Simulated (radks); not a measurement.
Values are calculated unless marked as measured or tabulated.
Task: Ru2.25+, 41.75 electrons, occupied as [Ar] 3d10 4s2 4d(up 3.5, down 3.5) 4p(up 2.5, down 2.25) (fractional occupations, a model configuration). Level of theory: scalar-relativistic Kohn-Sham, r2SCAN, spin-polarised, spherical densities, finite nucleus; meta-GGA in the generalised Kohn-Sham scheme; Fermi nuclear charge, rms radius 4.4809 fm (a radial shooting solver on a logarithmic mesh with Libxc functionals). Some entries of the table are withheld. Estimate them.

| orbital | occ. | eigenvalue (hartree) | <r^2> (bohr^2) | <r> (bohr) |
|---|---|---|---|---|
| 1s up | 1 | -808.9368 | 0.001510 | 0.03344 |
| 1s down | 1 | -808.9340 | 0.001510 | 0.03344 |
| 2s up | 1 | -117.6549 | 0.02499 | 0.1456 |
| 2s down | 1 | -117.6540 | 0.02499 | 0.1456 |
| 2p up | 3 | -105.3849 | 0.01969 | 0.1270 |
| 2p down | 3 | -105.3826 | 0.01969 | 0.1270 |
| 3s up | 1 | -21.75686 | 0.1846 | 0.4016 |
| 3s down | 1 | -21.75505 | 0.1846 | 0.4016 |
| 3p up | 3 | -17.68671 | 0.1881 | 0.4022 |
| 3p down | 3 | -17.68436 | 0.1881 | 0.4022 |
| 3d up | 5 | -11.15477 | 0.1764 | 0.3839 |
| 3d down | 5 | -11.15201 | 0.1764 | 0.3839 |
| 4s up | 1 | -3.83734 | 1.163 | 1.014 |
| 4s down | 1 | -3.82174 | 1.164 | 1.014 |
| 4p up | 2.5 | -2.69328 | 1.413 | 1.112 |
| 4p down | 2.25 | -2.67915 | 1.417 | 1.114 |
| 4d up | 3.5 | (1) | 2.529 | (2) |
| 4d down | 3.5 | (3) | 2.553 | (4) |

Result: 
(1) 4d up eigenvalue (hartree): -1.05659
(2) 4d up <r> (bohr): 1.461
(3) 4d down eigenvalue (hartree): -1.04725
(4) 4d down <r> (bohr): 1.468
